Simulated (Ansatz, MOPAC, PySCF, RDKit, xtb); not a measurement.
Dimer: C2H2 (SMILES C#C) (first 4 atoms) with H2S (SMILES S); geometry from B3LYP-D3(BJ)/def2-TZVP, rigid monomers moved along the line of their centres of mass till C2···H7 is 3.70 Å.
(charge 0, multiplicity 1):
```xyz
7

C      0.519     0.272    -0.157
C     -0.592    -0.149    -0.007
H      1.505     0.646    -0.289
H     -1.579    -0.521     0.127
S      0.223     1.066     4.802
H      0.713    -0.168     4.999
H      0.124     0.879     3.474
```

```json
[
 {"level": "UFF", "interaction energy (kcal/mol)": "-0.32", "minus MP2/CBS(aug-cc-pV(D+d)Z, aug-cc-pV(T+d)Z) + ΔCCSD(T)/aug-cc-pV(D+d)Z": "0.45", "cost": "-"},
 {"level": "GFN-FF", "interaction energy (kcal/mol)": "-0.46", "minus MP2/CBS(aug-cc-pV(D+d)Z, aug-cc-pV(T+d)Z) + ΔCCSD(T)/aug-cc-pV(D+d)Z": "0.31", "cost": "-"},
 {"level": "PM3", "interaction energy (kcal/mol)": "-0.20", "minus MP2/CBS(aug-cc-pV(D+d)Z, aug-cc-pV(T+d)Z) + ΔCCSD(T)/aug-cc-pV(D+d)Z": "0.57", "cost": "-"},
 {"level": "GFN2-xTB", "interaction energy (kcal/mol)": "-0.67", "minus MP2/CBS(aug-cc-pV(D+d)Z, aug-cc-pV(T+d)Z) + ΔCCSD(T)/aug-cc-pV(D+d)Z": "0.10", "cost": "-"},
 {"level": "HF/STO-3G (no counterpoise)", "interaction energy (kcal/mol)": "-0.16", "minus MP2/CBS(aug-cc-pV(D+d)Z, aug-cc-pV(T+d)Z) + ΔCCSD(T)/aug-cc-pV(D+d)Z": "0.61", "cost": "-"},
 {"level": "HF/6-31G* (no counterpoise)", "interaction energy (kcal/mol)": "-0.67", "minus MP2/CBS(aug-cc-pV(D+d)Z, aug-cc-pV(T+d)Z) + ΔCCSD(T)/aug-cc-pV(D+d)Z": "0.10", "cost": "-"},
 {"level": "HF/aug-cc-pV(T+d)Z", "interaction energy (kcal/mol)": "-0.48", "minus MP2/CBS(aug-cc-pV(D+d)Z, aug-cc-pV(T+d)Z) + ΔCCSD(T)/aug-cc-pV(D+d)Z": "0.29", "cost": "-"},
 {"level": "PBE/def2-TZVPPD", "interaction energy (kcal/mol)": "-0.66", "minus MP2/CBS(aug-cc-pV(D+d)Z, aug-cc-pV(T+d)Z) + ΔCCSD(T)/aug-cc-pV(D+d)Z": "0.11", "cost": "×1"},
 {"level": "PBE-D3(BJ)/def2-TZVPPD", "interaction energy (kcal/mol)": "-0.93", "minus MP2/CBS(aug-cc-pV(D+d)Z, aug-cc-pV(T+d)Z) + ΔCCSD(T)/aug-cc-pV(D+d)Z": "-0.16", "cost": "×1"},
 {"level": "BP86/6-31G* (no counterpoise)", "interaction energy (kcal/mol)": "-0.52", "minus MP2/CBS(aug-cc-pV(D+d)Z, aug-cc-pV(T+d)Z) + ΔCCSD(T)/aug-cc-pV(D+d)Z": "0.25", "cost": "-"},
 {"level": "B3LYP/6-31G*", "interaction energy (kcal/mol)": "-0.45", "minus MP2/CBS(aug-cc-pV(D+d)Z, aug-cc-pV(T+d)Z) + ΔCCSD(T)/aug-cc-pV(D+d)Z": "0.32", "cost": "-"},
 {"level": "B3LYP-D4/def2-TZVPPD", "interaction energy (kcal/mol)": "-0.74", "minus MP2/CBS(aug-cc-pV(D+d)Z, aug-cc-pV(T+d)Z) + ΔCCSD(T)/aug-cc-pV(D+d)Z": "0.03", "cost": "×2"},
 {"level": "PBE0/def2-TZVPPD", "interaction energy (kcal/mol)": "-0.63", "minus MP2/CBS(aug-cc-pV(D+d)Z, aug-cc-pV(T+d)Z) + ΔCCSD(T)/aug-cc-pV(D+d)Z": "0.14", "cost": "×2"},
 {"level": "PBE0-D3(BJ)/def2-TZVPPD", "interaction energy (kcal/mol)": "-0.91", "minus MP2/CBS(aug-cc-pV(D+d)Z, aug-cc-pV(T+d)Z) + ΔCCSD(T)/aug-cc-pV(D+d)Z": "-0.15", "cost": "×2"},
 {"level": "M06-2X/6-31G* (no counterpoise)", "interaction energy (kcal/mol)": "-0.86", "minus MP2/CBS(aug-cc-pV(D+d)Z, aug-cc-pV(T+d)Z) + ΔCCSD(T)/aug-cc-pV(D+d)Z": "-0.09", "cost": "-"},
 {"level": "wB97M-V/def2-TZVPPD", "interaction energy (kcal/mol)": "-0.76", "minus MP2/CBS(aug-cc-pV(D+d)Z, aug-cc-pV(T+d)Z) + ΔCCSD(T)/aug-cc-pV(D+d)Z": "0.01", "cost": "×4"},
 {"level": "MP2/6-31G* (no counterpoise)", "interaction energy (kcal/mol)": "-0.78", "minus MP2/CBS(aug-cc-pV(D+d)Z, aug-cc-pV(T+d)Z) + ΔCCSD(T)/aug-cc-pV(D+d)Z": "-0.02", "cost": "-"},
 {"level": "MP2/aug-cc-pV(D+d)Z", "interaction energy (kcal/mol)": "-0.79", "minus MP2/CBS(aug-cc-pV(D+d)Z, aug-cc-pV(T+d)Z) + ΔCCSD(T)/aug-cc-pV(D+d)Z": "-0.02", "cost": "-"},
 {"level": "MP2/CBS(aug-cc-pV(D+d)Z, aug-cc-pV(T+d)Z)", "interaction energy (kcal/mol)": "-0.83", "minus MP2/CBS(aug-cc-pV(D+d)Z, aug-cc-pV(T+d)Z) + ΔCCSD(T)/aug-cc-pV(D+d)Z": "-0.06", "cost": "-"},
 {"level": "MP2/CBS(aug-cc-pV(D+d)Z, aug-cc-pV(T+d)Z) + ΔCCSD(T)/aug-cc-pV(D+d)Z", "interaction energy (kcal/mol)": "-0.77", "minus MP2/CBS(aug-cc-pV(D+d)Z, aug-cc-pV(T+d)Z) + ΔCCSD(T)/aug-cc-pV(D+d)Z": "0.00", "cost": "×10"}
]
```

 The comparison column counts from a level with limits of its own.

The rows run from -0.93 (PBE-D3(BJ)/def2-TZVPPD) to -0.16 kcal/mol (HF/STO-3G (no counterpoise)). The dispersion term adds -0.27 in PBE-D3(BJ), -0.29 in PBE0-D3(BJ). The 3 functionals in def2-TZVPPD without D3 or D4 span 0.13, from wB97M-V to PBE0.

Counterpoise-corrected where a basis set is named; no monomer relaxation. Rows marked so take none. RDKit's UFF carries no charges.

Frozen-core correlation. CBS(a, b) extrapolates the correlation energy as X⁻³ and adds the Hartree–Fock energy of set b. Rows in 6-31G*, STO-3G carry no dispersion term and start afresh at each structure (6-31G* with six Cartesian d functions). MP2/6-31G* freezes PySCF's default core. The state reached by PM3 isn't checked.

Run with Ansatz (Gaussian basis) for Hartree–Fock, density functionals and correlated methods; MOPAC for PM3 (differences of heats of formation); PySCF for 6-31G* rows, STO-3G rows, the dispersion terms; RDKit for the force fields; xtb for the GFN methods. Values without a source in brackets are computed.

Costs are rough ratios of core time to PBE/def2-TZVPPD (about 4 s over the structures, on one shared machine); a dash marks a level with no comparable run of its own.

Ansatz is a program for electronic structure.
